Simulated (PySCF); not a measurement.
Cd(Me) (CH3Cd), SMILES [CH3][Cd] (connectivity only; charge and spin as stated), neutral, multiplicity 2. Atoms are numbered in the order given.

```xyz
5

Cd     0.0000     0.0000    -0.3828
C      0.0000     0.0000     1.9435
H      0.9055    -0.5228     2.2381
H     -0.9055    -0.5228     2.2381
H      0.0000     1.0455     2.2381
```
Charge 0, spin multiplicity 2.

Geometry optimised at B3LYP-D3(BJ)/def2-TZVP. The multiplicity is an assumed one; other spin states were not compared. The isomer is the one that the SMILES or the coordinates give; other isomers of the formula were not compared. The def2 effective core potentials stand for the cores of Cd; spin–orbit coupling is left out.

Method: B3LYP/def2-TZVPD in PySCF.

Mulliken values depend strongly on the basis, most of all with diffuse functions as here. ESP charges are fitted to the potential on shells at 1.4 to 2.0 van der Waals radii. Atomic charges (e):

| atom | Mulliken | ESP fit | Mulliken spin |
|---|---|---|---|
| Cd1 | 0.15 | ? | 0.51 |
| C2 | -0.81 | ? | 0.52 |
| H3 | 0.22 | ? | -0.01 |
| H4 | 0.22 | ? | -0.01 |
| H5 | 0.22 | ? | -0.01 |

**Question.** Some entries are withheld; supply them. (The exact figures need the calculation; the answer reports its results.)

**Answer.** 
- Cd1, ESP fit: 0.00
- C2, ESP fit: 0.24
- H3, ESP fit: -0.08
- H4, ESP fit: -0.08
- H5, ESP fit: -0.08
